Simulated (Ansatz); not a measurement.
Gas-phase electronic energies from Ansatz, PBE0-D4/def2-TZVP geometries. CCSD(T)/CBS is the MP2 limit (def2-TZVPP, def2-QZVPP) plus CCSD(T) − MP2 in def2-TZVPP, frozen cores. DFT in def2-TZVPP. Each species was taken in one conformer, which may not be the lowest.

Reaction (ligand exchange at the Si–O bond): `F[SiH](F)O[SiH2]Cl` + `S[Si](Cl)(Cl)Cl` → `Cl[SiH2]S[Si](Cl)(Cl)Cl` + `O[SiH](F)F`

`F[SiH](F)O[SiH2]Cl`:

```xyz
9

F     1.231   -1.646    1.142
Si   -0.256   -1.116    1.063
F    -1.191   -2.367    0.840
O    -0.418   -0.142   -0.205
Si    0.125    1.053   -1.170
Cl    1.012    2.504   -0.031
H    -0.608   -0.459    2.323
H    -1.034    1.650   -1.860
H     1.139    0.523   -2.102
```

`S[Si](Cl)(Cl)Cl`:

Z-matrix (Å, degrees):
```
Si
Cl 1 2.027
Cl 1 2.033 2 109.6
S 1 2.105 2 106.1 3 121.4
Cl 1 2.033 2 109.6 3 -117.3
H 4 1.346 1 93.0 2 180.0
```

`Cl[SiH2]S[Si](Cl)(Cl)Cl`:

```xyz
9

Cl   -1.766    1.817   -0.432
Si    0.261    1.597   -0.581
S     1.065    0.325    0.937
Si   -0.009   -1.467    0.639
Cl    1.113   -2.955    1.440
Cl   -1.806   -1.440    1.577
Cl   -0.333   -1.853   -1.330
H     0.912    2.898   -0.322
H     0.564    1.077   -1.928
```

`O[SiH](F)F`:

Cartesian coordinates in Å:
```
O 0.347 -0.510 -1.114
Si -0.113 0.314 0.196
F 0.990 0.248 1.331
F -1.420 -0.311 0.837
H 0.554 -1.444 -1.059
H -0.357 1.704 -0.190
```

```tsv
level	ΔE (kcal/mol)	difference from CCSD(T)/CBS
r2SCAN-D4	11.6	-0.4
PBE0-D4	9.4	-2.6
B2PLYP	14.2	2.2
PBE0	11.2	-0.8
MP2/def2-TZVPP	11.3	-0.7
CCSD/def2-TZVPP	14.5	2.5
CCSD(T)/def2-TZVPP	13.1	1.1
HF/def2-QZVPP	20.7	8.7
HF/CBS(def2)	20.8	8.8
CCSD/CBS(def2)	13.5	1.5
CCSD(T)/CBS	12.0	0
```

Largest T1 diagnostic among the species: 0.011.

In def2-TZVPP, CCSD(T) changes the Hartree–Fock value by −7.0 kcal/mol (the triples alone add −1.4 kcal/mol) and MP2 by −8.7 kcal/mol. From PBE to PBE0 (25 % exact exchange), in def2-TZVPP and without D4, ΔE moves by +1.2 kcal/mol.

CCSD(T)/CBS has its own doubt, a few kJ/mol and more with outer-core shells, so smaller differences from it don't rank the levels.
